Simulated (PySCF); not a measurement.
A species of formula C4H6N2O2 has this rotational fingerprint, computed with PBE0/def2-SVPD in PySCF (dipole) on a GFN2-xTB geometry, gas phase:

```
Rotational constants : A = 5530, B = 1426, C = 1203 MHz
Dipole components    : |μa| = 1.16 D, |μb| = 0.94 D, |μc| = 1.29 D
Inertial defect      : -25.52 u·Å²
κ                    : -0.90
```

Question: Which structure is it? (One computed conformer of each.)
A. `[CH3:1][O:2][CH2:3][c:4]1[n:5][cH:6][n:7][o:8]1` with C1–O2–C3–C4 73°, O2–C3–C4–N5 -60°
B. `[CH2:1]=[C:2]([NH:3][CH:4]=[O:5])[C:6]([NH2:7])=[O:8]` with C1–C2–N3–C4 0°, C2–N3–C4–O5 0°, C1–C2–C6–N7 0°, C2–C6–N7–H 180° and 0°

Answer: A. It is COCc1ncno1, an asymmetric top, point group C1. The candidates at the same level (rigid rotor, commonest isotopes):

```csv
SMILES,A (MHz),B (MHz),C (MHz),μa (D),μb (D),μc (D),Δ (u·Å²),point group,rotor
C=C(NC=O)C(N)=O,4846,1322,1038,3.34,1.40,0.00,0.00,Cs,asymmetric top
COCc1ncno1,5530,1426,1203,1.16,0.94,1.29,-25.52,C1,asymmetric top
```

`C=C(NC=O)C(N)=O` has C 14 % too low. No structure here is proved a minimum.
